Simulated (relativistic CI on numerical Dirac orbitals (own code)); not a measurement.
**Sensitivity of the levels of Cd XXI to α and to the nuclear radius**

Calculated at this level of theory: Dirac-Coulomb-Breit CI, separate exchange-only KLI orbitals for each configuration, derivatives by finite differences, unscaled Slater integrals, QED left out (own radial code, finite nucleus).

Configurations in the expansion (outside the closed core [Ne] 3s2): 3p⁶3d¹⁰, 3p⁶3d⁹4s, 3p⁶3d⁹4p, 3p⁶3d⁹4d, 3p⁶3d⁹4f, 3p⁶3d⁸4s², 3p⁵3d¹⁰4s, 3p⁶3d⁸4s4p. Levels of other configurations are missing.

With x = (α/α₀)² − 1 an excitation energy changes as ω = ω₀ + qx; K = 2q/ω₀ is the relative enhancement. Terms are leading LS components, so labels can repeat. The field-shift factor is F = δν/δ⟨r²⟩ for the transition from the lowest level.

Lowest level 3p⁶3d¹⁰ ¹S0.

```tsv
Level	ω₀ (cm⁻¹)	q (cm⁻¹)	K	F (GHz/fm²)
3p⁶3d⁹4s ³D3	3053764	-170900	-0.112	114
3p⁶3d⁹4s ³D2	3060763	-169800	-0.111	113
3p⁶3d⁹4s ³D1	3111025	-114000	-0.0733	114
3p⁶3d⁹4s ¹D2	3116665	-114500	-0.0735	114
3p⁶3d⁹4p ³P°2	3383635	-146600	-0.0867	14.4
3p⁶3d⁹4p ³F°3	3392358	-150000	-0.0884	14.2
3p⁶3d⁹4p ³F°2	3444160	-92390	-0.0536	14.6
3p⁶3d⁹4p ³P°1	3450249	-81930	-0.0475	14.2
3p⁶3d⁹4p ³F°4	3462106	-67200	-0.0388	12.4
3p⁶3d⁹4p ¹D°2	3473227	-71370	-0.0411	12.7
3p⁶3d⁹4p ¹P°1	3477856	-72840	-0.0419	13.3
3p⁶3d⁹4p ³D°3	3482090	-67040	-0.0385	12.5
3p⁶3d⁹4p ³P°0	3503785	-9641	-0.0055	13.2
```

At this charge energies of transitions that change n are usually good to better than 1 %, and those within a shell (Δn = 0) to a few per cent.
